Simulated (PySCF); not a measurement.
# Ru: excitation energy

Ru [Kr] 4d7 5s1 (5F) → Ru [Kr] 4d6 5s2 (5D), as a difference of total energies. Computed with PySCF 2.14 in x2c-TZVPPall with one added diffuse shell each of s, p, d, f type (9s7p7d3f1g, 95 functions), with scalar relativity by spin-free X2C-1e. Correlated levels: valence: [Kr] frozen. The calculations carry no spin-orbit coupling.

```tsv
method	excitation energy (eV)
UHF	0.691
MP2 (valence)	0.988
SCS-MP2 (valence)	1.000
CCSD (valence)	0.824
CCSD(T) (valence)	0.828
```

Problem. How much does correlation contribute at CCSD(T) (valence)?

Solution. 0.828 − (0.691) = 0.137 eV, measured against UHF.

Errors of the correlated levels include the incompleteness of this basis and the frozen core.

The coupled-cluster amplitudes are large for the upper state (T1 above 0.03 or a double amplitude above 0.15), so a single reference is strained.

For comparison: 0.867 eV (measured; NIST levels, between the centres of gravity of the two terms).
